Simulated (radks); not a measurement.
Question: These are the eigenvalues of the occupied orbitals of an atom or ion with whole-number occupations (eV). Method: scalar-relativistic Kohn-Sham, BLYP, spin-polarised, spherical densities, point nucleus; computed with a radial shooting solver on a logarithmic mesh with Libxc functionals.

orbital  eigenvalue
1s up     -3568.086
1s down   -3567.513
2s up     -395.9140
2s down   -395.4288
2p up     -323.1240
2p down   -322.4222
3s up      -73.4320
3s down    -70.5387
3p up      -55.8011
3p down    -53.0624

Which element is it, and in what charge state? The configuration may be excited. Open shells, if any, are filled with parallel spins first.

Answer: Z = 19, potassium, charge +3: K3+ in [Ne] 3s2 3p4. The list shows which subshells hold electrons but not how many an open one holds; the 1s level, -131.12 hartree, gives Z - s = 16.2 by -(Z - s)^2/2, which with screening and relativity narrows Z to a few neighbours, and the depths of the outer levels then fix element, charge and occupations together.
